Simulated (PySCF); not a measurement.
`O[B-](O)(O)O`, [BH4O4]-, charge -1

Cartesian coordinates in Å; atom numbers follow the order of the lines, from 1:
```xyz
9

B     0.002    0.000   -0.002
O     0.002    0.021    1.483
H    -0.872    0.309    1.740
O     1.416    0.001   -0.458
H     1.876    0.606    0.120
O    -0.754    1.188   -0.476
H    -0.992    1.002   -1.381
O    -0.657   -1.210   -0.559
H    -0.022   -1.918   -0.468
```

Total charge -1.

The calculation used GIAO HSE06/def2-SVP magnetisability, rotational g tensor and spin-rotation constants, non-relativistic, gas phase in PySCF. Geometry: GFN2-xTB.

For an ion the centre-of-mass motion in the field is neglected.

(1) Give the nuclear spin-rotation constants along the inertial axes (H = +C I·J) beside the isotropic shieldings.

Results:

(1) Rotational constants 4.9269, 4.9210, 4.6557 GHz. A star marks the isotopologue with that one atom substituted, in its own axes.
| atom | isotope | Caa (kHz) | Cbb (kHz) | Ccc (kHz) | mean (kHz) | σ (ppm) |
| --- | --- | --- | --- | --- | --- | --- |
| B1 | 11B | 0.959 | 0.957 | 0.809 | 0.908 | 109.5 |
| H3 | 1H | -0.241 | -0.240 | -0.488 | -0.323 | 33.0 |
| H5 | 1H | -0.243 | -0.243 | -0.485 | -0.324 | 33.1 |
| H7 | 1H | -0.241 | -0.241 | -0.488 | -0.323 | 33.0 |
| H9 | 1H | -0.248 | -0.248 | -0.476 | -0.324 | 33.1 |
| O2 | 17O* | -0.420 | -0.437 | -0.455 | -0.437 | 289.2 |

Where two moments of inertia are equal or nearly so, the constants along those axes are given as their average.
For the geometry as given, no vibrational averaging.
